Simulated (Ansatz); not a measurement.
Basis sets compared for Al₁₁. The state is a doublet with charge 0. Geometry PBE-D4/def2-SVP. Ansatz on 6 threads of Intel Xeon on a shared host; times are rough, and most runs start from earlier orbitals.

Cartesian coordinates in Å:
```
Al -0.737 0.731 -1.770
Al 1.321 1.961 -1.016
Al -1.317 -1.690 -1.431
Al 1.310 2.156 1.692
Al -1.069 2.333 0.476
Al 0.046 -0.137 0.913
Al 1.491 -0.947 -1.161
Al -1.795 -2.132 1.204
Al -2.587 0.234 0.239
Al 0.501 -2.869 0.246
Al 2.837 0.359 0.609
```

At PBE0-D4/def2-TZVP the charge 0 doublet is spin-contaminated (final ⟨S²⟩ up to 0.83, 0.75 for a pure state). Another isomer (doublet) lies 0.16 eV lower at PBE0-D4/def2-TZVP; other spin states weren't run for this one.

Binding counts from free atoms (Al doublet) in the same basis, without a counterpoise term.

```json
{"level": "PBE-D4/def2-SVP", "functions": "198", "energy (Eh)": "-2664.5770", "HOMO (eV)": "-4.76", "LUMO (eV)": "-4.34", "binding per atom (eV)": "2.52", "wall time": "8 s"}
{"level": "PBE0-D4/def2-SVP", "functions": "198", "energy (Eh)": "-2664.7888", "HOMO (eV)": "-5.38", "LUMO (eV)": "-3.81", "binding per atom (eV)": "2.42", "wall time": "19 s"}
```

(1) Estimate the rows for PBE-D4/def2-TZVP (with forces), PBE0-D4/def2-TZVP.

Results:

(1) 
```tsv
level	functions	energy (Eh)	HOMO (eV)	LUMO (eV)	binding per atom (eV)	wall time
PBE-D4/def2-TZVP (with forces)	407	-2665.5199	-4.63	-4.21	2.51	31 s
PBE0-D4/def2-TZVP	407	-2665.7180	-5.22	-3.65	2.42	99 s
```
